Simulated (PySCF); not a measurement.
Species: C4H8F2O2.
Bonds: C1–C2, C2–O3, O3–C4, C4–F5, C4–F6, C4–O7, O7–C8. Hydrogens: H9, H10, H11 on C1; H12, H13 on C2; H14, H15, H16 on C8.

The same species was optimised twice, with GFN2-xTB and with PBE0-D3(BJ)/def2-SVP (PySCF), and the same property calculations (PySCF, gas phase) were run on both structures.

```
     coordinate  GFN2-xTB  PBE0-D3(BJ)/def2-SVP  change
      C4–F5 (Å)     1.389                 1.366  -0.023
      O7–C8 (Å)     1.428                 1.413  -0.015
      O3–C4 (Å)     1.334                 1.348  +0.014
      C2–O3 (Å)     1.441                 1.427  -0.014
      C4–F6 (Å)     1.355                 1.343  -0.012
      C1–C2 (Å)     1.521                 1.511  -0.010
      C4–O7 (Å)     1.337                 1.341  +0.004
   F5–C4–F6 (°)     102.8                 105.4    +2.6
   O3–C4–O7 (°)     113.6                 111.3    -2.3
   C4–O7–C8 (°)     115.2                 116.1    +0.9
   O3–C4–F6 (°)     112.9                 112.1    -0.8
   C2–O3–C4 (°)     117.1                 117.9    +0.8
   F5–C4–O7 (°)     110.4                 110.8    +0.4
   F6–C4–O7 (°)     107.0                 107.3    +0.3
   O3–C4–F5 (°)     109.6                 109.8    +0.2
C1–C2–O3–C4 (°)        93                    95      +2
C2–O3–C4–F5 (°)        61                    57      -4
O3–C4–O7–C8 (°)       -54                   -57      -3
```

Rotational constants: A = 3519, B = 1424, C = 1328 MHz (GFN2-xTB) against A = 3536, B = 1427, C = 1325 MHz (PBE0-D3(BJ)/def2-SVP). Point groups within 0.08 Å: C1 and C1.

On the GFN2-xTB structure: lowest singlet, TDDFT (eV) 8.67 [CAM-B3LYP/def2-SVPD]; lowest triplet, Tamm–Dancoff (eV) 8.52 [CAM-B3LYP/def2-SVPD]; isotropic polarisability (au) 60.4 [CAM-B3LYP/def2-SVPD]; HOMO (eV) -10.31 [CAM-B3LYP/def2-SVPD]; LUMO (eV) 1.29 [CAM-B3LYP/def2-SVPD]; dipole (D) 2.51 [CAM-B3LYP/def2-SVPD]; HOMO (eV) -8.72 [PBE0/pcSseg-1]; LUMO (eV) 1.64 [PBE0/pcSseg-1]; dipole (D) 2.49 [PBE0/pcSseg-1]; GIAO shielding of C1 (ppm) 168.0 [PBE0/pcSseg-1]; GIAO shielding of C2 (ppm) 119.8 [PBE0/pcSseg-1]; GIAO shielding of O3 (ppm) 217.1 [PBE0/pcSseg-1]; GIAO shielding of C4 (ppm) 53.9 [PBE0/pcSseg-1]; GIAO shielding of F5/F6 (mean) (ppm) 253.5 [PBE0/pcSseg-1]; GIAO shielding of O7 (ppm) 245.1 [PBE0/pcSseg-1]; GIAO shielding of C8 (ppm) 131.7 [PBE0/pcSseg-1].

Task: What do these properties become on the PBE0-D3(BJ)/def2-SVP structure?

Result: 
| property | level | on GFN2-xTB | on PBE0-D3(BJ)/def2-SVP | change |
| --- | --- | --- | --- | --- |
| lowest singlet, TDDFT (eV) | CAM-B3LYP/def2-SVPD | 8.67 | 8.60 | -0.07 |
| lowest triplet, Tamm–Dancoff (eV) | CAM-B3LYP/def2-SVPD | 8.52 | 8.44 | -0.08 |
| isotropic polarisability (au) | CAM-B3LYP/def2-SVPD | 60.4 | 60.8 | +0.4 |
| HOMO (eV) | CAM-B3LYP/def2-SVPD | -10.31 | -10.25 | +0.06 |
| LUMO (eV) | CAM-B3LYP/def2-SVPD | 1.29 | 1.28 | -0.01 |
| dipole (D) | CAM-B3LYP/def2-SVPD | 2.51 | 2.36 | -0.15 |
| energy, GFN2-xTB geometry as zero (kcal/mol) | CAM-B3LYP/def2-SVPD | 0.0 | -0.5 | -0.5 |
| HOMO (eV) | PBE0/pcSseg-1 | -8.72 | -8.66 | +0.06 |
| LUMO (eV) | PBE0/pcSseg-1 | 1.64 | 1.61 | -0.03 |
| dipole (D) | PBE0/pcSseg-1 | 2.49 | 2.34 | -0.15 |
| energy, GFN2-xTB geometry as zero (kcal/mol) | PBE0/pcSseg-1 | 0.0 | -0.4 | -0.4 |
| GIAO shielding of C1 (ppm) | PBE0/pcSseg-1 | 168.0 | 166.3 | -1.7 |
| GIAO shielding of C2 (ppm) | PBE0/pcSseg-1 | 119.8 | 122.1 | +2.3 |
| GIAO shielding of O3 (ppm) | PBE0/pcSseg-1 | 217.1 | 217.7 | +0.6 |
| GIAO shielding of C4 (ppm) | PBE0/pcSseg-1 | 53.9 | 55.7 | +1.8 |
| GIAO shielding of F5/F6 (mean) (ppm) | PBE0/pcSseg-1 | 253.5 | 262.5 | +9.0 |
| GIAO shielding of O7 (ppm) | PBE0/pcSseg-1 | 245.1 | 246.9 | +1.9 |
| GIAO shielding of C8 (ppm) | PBE0/pcSseg-1 | 131.7 | 132.1 | +0.4 |

The heavy atoms differ by 0.047 Å rms after alignment. Among bonds between heavy atoms C4–F5 changes most (-0.023 Å). Changes are differences of the printed values. Neither structure is proved a minimum here.

The values belong to the conformer `[CH3:1][CH2:2][O:3][C:4]([F:5])([F:6])[O:7][CH3:8]`: C1–C2–O3–C4 95°, C2–O3–C4–F5 57°, O3–C4–O7–C8 -57°.
